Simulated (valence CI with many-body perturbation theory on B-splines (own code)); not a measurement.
# N+: electric-dipole lines

Level of theory: relativistic CI+MBPT: four valence electrons over a frozen Dirac-Fock core [He], radial functions for each j: 11 s, 11 p, 9 d, 7 f, 5 g, 2 h, 1 i, with the one-electron correlation potential Σ1 (screened to all orders), the two-electron term Σ2, the three-electron term Σ3, Breit, model QED; selected single and double excitations, second order for the rest, scaled by the run's own slope (own B-spline code, finite nucleus).

Against 39 measured levels this calculation errs by 56 cm⁻¹ on average and by 162 at most. These come from a selection out of the NIST Handbook of Basic Atomic Spectroscopic Data. Levels without a partner in it may be off by more. Among the levels kept, up to 670 cm⁻¹ of a level comes from second order outside the variational space, and about a tenth of that is noise between levels of different J, which matters for small intervals.

Lines 51 to 100 of 287 in falling wavelength, among levels below 218263 cm⁻¹, chosen from the strongest by gf and those to the six lowest levels. Wavelengths and rates use the calculated energies, so an error of 60 cm⁻¹ moves a line at 7767 Å by 0.47 % and its rate by three times that or more. Electric multipoles are in the length gauge, E1 and E2 with the static RPA response of the core. Weak lines are less certain than strong ones. Lines between different terms over intervals too small for the method are left out, as are lines whose strength nearly cancels. Where a level lies close to another of its J and parity, the split of strength between their lines is uncertain. The highest levels of a list are the least certain.

Names give the largest LS component (configuration and term), which can be under half, so a name can repeat, a term be missing and a line seem to break the LS rules; names also repeat where a configuration has a term twice.

```tsv
λ vac (Å)	λ from measured levels	Upper	Lower	A (s⁻¹)	log gf	Branch %
13830		2s2 2p 4d 3P°_1	2s2 2p 4p 3S_1	1.62e+07	0.14	1.2
13800		2s2 2p 4d 3P°_0	2s2 2p 4p 3S_1	1.81e+07	-0.29	1.4
13540		2s2 2p 5p 3D_2	2s2 2p 4d 3F°_3	1.16e+07	0.20	20.4
13520		2s2 2p 5p 3D_3	2s2 2p 4d 3F°_4	1.16e+07	0.35	20.9
13500		2s2 2p 5p 3D_1	2s2 2p 4d 3F°_2	1.00e+07	-0.08	17.4
13430		2s2 2p 4d 3D°_3	2s2 2p 4p 3D_3	6.56e+06	0.09	0.3
13390		2s2 2p 4d 3P°_2	2s2 2p 4p 3P_2	7.10e+06	-0.02	0.5
13340		2s2 2p 4p 1D_2	2s2 2p 4s 1P°_1	1.74e+07	0.37	26.5
13320		2s2 2p 4d 3D°_2	2s2 2p 4p 3D_2	4.66e+06	-0.21	0.2
13310		2s2 2p 4d 3P°_1	2s2 2p 4p 3P_2	3.95e+06	-0.50	0.3
13310		2s2 2p 4d 3F°_2	2s2 2p 4p 1P_1	1.98e+06	-0.58	1.9
13280		2s2 2p 4d 3D°_1	2s2 2p 4p 3D_1	4.14e+06	-0.48	0.2
13260		2s2 2p 4d 3P°_2	2s2 2p 4p 3P_1	2.36e+06	-0.51	0.2
12880		2s2 2p 5p 3P_2	2s2 2p 4d 3D°_3	7.13e+06	-0.05	1.2
12880		2s2 2p 4d 1D°_2	2s2 2p 4p 1P_1	1.89e+07	0.37	1.6
12860		2s2 2p 5p 3P_1	2s2 2p 4d 3D°_2	6.63e+06	-0.31	1.1
10990		2s2 2p 4p 1S_0	2s2 2p 4s 1P°_1	2.32e+07	-0.38	24.8
10880		2s2 2p 4d 1P°_1	2s2 2p 4p 1P_1	1.32e+07	-0.15	1.1
10560		2s2 2p 5s 1P°_1	2s2 2p 4p 1D_2	2.76e+07	0.14	6.3
9215		2s2 2p 5s 3P°_2	2s2 2p 4p 3S_1	5.72e+06	-0.44	2.4
9027		2s2 2p 5s 3P°_1	2s2 2p 4p 3P_1	7.13e+06	-0.58	2.9
8982		2s2 2p 5s 3P°_2	2s2 2p 4p 3P_2	1.62e+07	-0.01	6.7
8708		2s2 2p 5s 3P°_1	2s2 2p 4p 3D_2	2.46e+07	-0.08	10.1
8705		2s2 2p 5s 3P°_0	2s2 2p 4p 3D_1	3.37e+07	-0.42	14.0
8680		2s2 2p 5s 3P°_2	2s2 2p 4p 3D_3	2.52e+07	0.15	10.3
8461		2s2 2p 3d 1P°_1	2s2 2p 3p 1S_0	2.07e+07	-0.18	0.8
7898		2s2 2p 5s 1P°_1	2s2 2p 4p 1P_1	2.11e+07	-0.23	4.8
7767	7764	2s2 2p 3d 1D°_2	2s2 2p 3p 1D_2	8.60e+06	-0.41	0.3
6847		2s2 2p 4p 3S_1	2s2 2p 3d 3P°_1	1.53e+07	-0.49	15.0
6823		2s2 2p 4p 3S_1	2s2 2p 3d 3P°_2	2.13e+07	-0.35	20.9
6640		2s2 2p 4p 1P_1	2s2 2p 3d 1D°_2	2.58e+07	-0.29	25.9
6612	6612	2s2 2p 3d 1F°_3	2s2 2p 3p 1D_2	6.06e+07	0.44	1.6
6572		2s 2p2 3s 3P_2	2s2 2p 4s 3P°_2	9.89e+06	-0.49	0.5
6489	6484	2s2 2p 3p 1P_1	2s2 2p 3s 1P°_1	2.62e+07	-0.30	78.6
6370		2s2 2p 4p 3P_1	2s2 2p 3d 3D°_2	1.88e+07	-0.47	5.6
6353		2s2 2p 4p 3P_2	2s2 2p 3d 3D°_3	2.07e+07	-0.20	6.0
6250		2s2 2p 4p 1D_2	2s2 2p 3d 1F°_3	2.91e+07	-0.07	44.2
6185		2s2 2p 4p 3D_2	2s2 2p 3d 3F°_3	2.72e+07	-0.11	32.6
6183		2s2 2p 4p 3D_1	2s2 2p 3d 3F°_2	2.95e+07	-0.30	35.6
6178		2s2 2p 4p 3D_3	2s2 2p 3d 3F°_4	2.76e+07	0.04	34.1
5948	5954	2s2 2p 3d 3D°_2	2s2 2p 3p 3P_2	1.24e+07	-0.48	0.3
5946		2s2 2p 4p 1S_0	2s2 2p 3d 1P°_1	4.64e+07	-0.61	49.5
5938	5943	2s2 2p 3d 3D°_3	2s2 2p 3p 3P_2	5.43e+07	0.30	1.3
5936	5942	2s2 2p 3d 3D°_1	2s2 2p 3p 3P_1	2.21e+07	-0.46	0.5
5927	5933	2s2 2p 3d 3D°_2	2s2 2p 3p 3P_1	4.19e+07	0.04	1.0
5921	5929	2s2 2p 3d 3D°_1	2s2 2p 3p 3P_0	3.16e+07	-0.30	0.7
5711	5712	2s2 2p 3p 3D_2	2s2 2p 3s 3P°_2	1.17e+07	-0.54	15.2
5688	5688	2s2 2p 3p 3D_1	2s2 2p 3s 3P°_1	1.79e+07	-0.58	23.3
5680	5681	2s2 2p 3p 3D_3	2s2 2p 3s 3P°_2	4.95e+07	0.22	64.2
5677	5678	2s2 2p 3p 3D_1	2s2 2p 3s 3P°_0	2.79e+07	-0.39	36.3
```
